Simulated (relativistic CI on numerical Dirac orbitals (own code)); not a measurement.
Pd⁴⁺: L-alpha,beta X-ray emission

Computed with this model: Dirac-Coulomb-Breit CI, orbitals from a KLI potential per configuration, model QED, valence Slater integrals scaled by 0.8, multiplet model of X-ray emission after core ionisation; configurations [Kr] 4d6 → [He] 2s2 2p5 3s2 3p6 3d10 4s2 4p6 4d6 → [Ar] 3d9 4s2 4p6 4d6; 300 K; Lorentzian 1.4 eV and Gaussian 0.6 eV FWHM. Energies are those of the free ion, without screening or charge transfer. S is read from ⟨S²⟩ = S(S + 1).

Field parameters in Wybourne normalisation: Td as Oh with Dq negative (B⁴₀ = 21Dq, B⁴₄ = √(5/14) B⁴₀). The field is a parameter set, without covalency.

free ion: ground-state S = 1.98, centroid 2891.87 eV. Peaks (eV, height): 2836.2 (13), 2840.6 (100), 2987.8 (10), 2992.8 (31).

Td, 10Dq = -7600 cm⁻¹: ground-state S = 1.97, centroid 2891.89 eV. Peaks (eV, height): 2836.2 (10), 2840.6 (100), 2987.4 (8), 2992.6 (30).

Strongest unbroadened transitions for Td, 10Dq = -7600 cm⁻¹:

```tsv
Energy (eV)	Relative strength
2840.05	13.3
2840.14	7.5
2840.40	6.6
2840.41	12.2
2840.55	27.5
2840.61	8.7
2840.62	6.6
2840.63	100.0
2840.65	8.7
2840.66	14.4
2840.68	15.9
2840.71	20.0
2840.75	14.4
2840.77	6.9
2840.85	6.4
2840.92	6.9
2841.03	6.2
2841.49	6.7
```
